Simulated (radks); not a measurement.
Question: Radial electron density D(r) = 4 pi r^2 rho(r) of an atom or ion with 27 electrons. Method: scalar-relativistic Kohn-Sham, LDA (Slater exchange, Perdew-Wang correlation), spin-polarised, spherical densities, finite nucleus; Fermi nuclear charge, rms radius of each element as measured or else 0.836 A^(1/3) + 0.57 fm; computed with a radial shooting solver on a logarithmic mesh with Libxc functionals.

```
   r/bohr * D(r) (the largest magnitude, 43.6, reaches the edge; | marks zero)
 0.005934 |        *
 0.007543 |            *
 0.009513 |                *
  0.01209 |                       *
  0.01525 |                              *
  0.01939 |                                     *
  0.02465 |                                           *
  0.03108 |                                               *
  0.03951 |                                              *
  0.04983 |                                          *
  0.06335 |                                      *
  0.07989 |                                      *
   0.1016 |                                            *
   0.1281 |                                                    *
   0.1628 |                                                      *
   0.2053 |                                              *
    0.261 |                                 *
   0.3292 |                          *
   0.4185 |                            *
   0.5278 |                                *
   0.6709 |                            *
   0.8461 |                  *
    1.076 |        *
    1.356 |   *
    1.724 |*
    2.175 *
    2.765 *
```

What is the nuclear charge?

Answer: Z = 31. The innermost maximum, from 1s, lies near gamma/Z bohr with gamma = sqrt(1 - (Z/c)^2) = 0.974, here 0.0314 bohr (found: 0.0339), and its height grows with Z. The density is that of the gallium ion Ga4+ in [Ar] 3d9; the configuration itself is not fixed sharply by these data, and Z only to about a unit. D(r) has 3 maxima, at r = 0.0339, 0.154, 0.541 bohr, and minima at 0.0720, 0.343 bohr, inside which lie 2.08, 10.95 electrons.
